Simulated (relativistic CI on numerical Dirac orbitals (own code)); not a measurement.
## Fe³⁺ in a cubic cluster: L2,3 absorption with charge transfer

Computed with a charge-transfer multiplet model of a cubic metal-ligand cluster with up to 2 ligand holes, Slater and spin-orbit integrals from Dirac-Coulomb-Breit ions, Slater integrals scaled by 0.7. The ground state mixes d5 with configurations of k ligand holes L, whose averages lie at kΔ + k(k − 1)U_dd/2; a core hole lowers each added d electron by U_cd. 300 K, Lorentzian 0.4 eV and Gaussian 0.3 eV FWHM.

Atomic integrals in eV (Slater integrals scaled, ζ unscaled), ground: F2dd 8.389, F4dd 5.243, zeta_d 0.056; with the core hole: F2dd 8.932, F4dd 5.587, zeta_d 0.075, zeta_core 8.130, F2cd 5.236, G1cd 3.950, G3cd 2.245.

Cluster parameters (eV): U_dd = 6.3, U_cd = 7.2, 10Dq = 0.3, 10Dq(ligand) = 0.9, V(eg) = 2.95, V(t2g) = -1.33, final-state hopping factor = 0.8.

| Case | n_d | d5 | d6L | d7L2 | S |
| --- | --- | --- | --- | --- | --- |
| Δ = 1.6 eV | 5.48 | 0.56 | 0.40 | 0.04 | 2.50 |
| Δ = 4.6 eV | 5.29 | 0.72 | 0.26 | 0.02 | 2.50 |
| Δ = 5.6 eV | 5.25 | 0.76 | 0.22 | 0.01 | 2.50 |

Weights, n_d and S are thermal averages at 300 K. Photon energies count from the first peak over 30 % of the highest in each spectrum, which can be another peak from case to case. The parameters are a model scan and need not match a compound or its usual spin state. Peaks in eV (height, largest 100):
- Δ = 1.6 eV: -1.2 (29), 0.0 (100), 3.8 (7), 11.7 (15), 13.1 (24), 13.8 (19)
- Δ = 4.6 eV: -1.1 (22), 0.0 (100), 2.9 (10), 11.8 (15), 12.7 (13), 13.3 (20), 13.9 (22)
- Δ = 5.6 eV: -1.1 (21), 0.0 (100), 3.1 (10), 11.8 (15), 12.6 (13), 13.9 (23)

Curve for Δ = 4.6 eV (points under 2 left out, the grid thinned):

| E (eV) | Intensity |
| --- | --- |
| -2.5 | 2.2 |
| -2.2 | 3.5 |
| -1.9 | 7.2 |
| -1.6 | 12.7 |
| -1.3 | 20.5 |
| -1.0 | 21.4 |
| -0.7 | 22.7 |
| -0.4 | 48.8 |
| -0.1 | 95.5 |
| 0.2 | 82.5 |
| 0.5 | 51.7 |
| 0.7 | 44.9 |
| 1.0 | 36.5 |
| 1.3 | 29.1 |
| 1.6 | 16.6 |
| 1.9 | 10.8 |
| 2.2 | 8.7 |
| 2.5 | 8.2 |
| 2.8 | 9.6 |
| 3.1 | 9.6 |
| 3.4 | 8.5 |
| 3.7 | 7.3 |
| 4.0 | 4.6 |
| 4.3 | 3.3 |
| 4.6 | 3.7 |
| 4.9 | 3.9 |
| 5.2 | 2.7 |
| 10.7 | 2.1 |
| 11.0 | 3.0 |
| 11.3 | 5.8 |
| 11.6 | 12.4 |
| 11.9 | 14.6 |
| 12.2 | 10.8 |
| 12.5 | 12.5 |
| 12.7 | 13.2 |
| 13.0 | 14.8 |
| 13.3 | 19.8 |
| 13.6 | 20.3 |
| 13.9 | 22.2 |
| 14.2 | 18.2 |
| 14.5 | 8.3 |
| 14.8 | 4.3 |
| 15.1 | 3.1 |
| 15.4 | 2.5 |
| 15.7 | 2.0 |

For the case Δ = 4.6 eV, Δ = 4.6 eV is smaller than U_dd = 6.3 eV, the charge-transfer side of the Zaanen-Sawatzky-Allen scheme. With the core hole the configuration with one ligand hole lies at Δ + U_dd − U_cd = 0.7, 3.7, 4.7 eV from the one without, in the order of the table; where this is negative the screened configuration lies lower, though the effective hopping of about 3.6 eV (from the holes of the mixed ground state) mixes the two strongly wherever it is as large as the gap.
